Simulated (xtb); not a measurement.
Al(I)2(Me) (CH3AlI2), SMILES [CH3][Al]([I])[I]. All values are semi-empirical tight-binding results from xtb (GFN2-xTB unless named), good for trends rather than for accurate numbers. Coordinates come from a GFN2-xTB optimisation. The structure was generated by enumeration; whether it is a known compound was not checked.

Optimised geometry:

```xyz
7

Al     0.7718    -0.2231     0.4625
I     -1.2310    -1.7585     0.4594
I      0.6106     1.9392    -0.8273
C      2.4227    -0.7075     1.4318
H      2.8785     0.1554     1.9313
H      3.1914    -1.1116     0.7627
H      2.2425    -1.4717     2.1972
```
Charge 0, spin multiplicity 1.

For metal compounds this method's bond lengths and energies can be far off.

```json
{
 "orbital_gap": "4.33 eV",
 "zero_point_energy": "22.6 kcal/mol",
 "G − E(el) at 298.15 K (modified RRHO)": "0.1 kcal/mol"
}
```

### Question
Give the atomic charges and the Wiberg bond orders between heavy atoms. (An estimate is asked for; the answer gives what the named calculation found.)

### Answer
charges (e) Al1 0.34, I2 -0.16, I3 -0.16, C4 -0.21, H5 0.07, H6 0.06, H7 0.07. Bond orders Al1–I2 1.25, Al1–I3 1.25, Al1–C4 1.05.
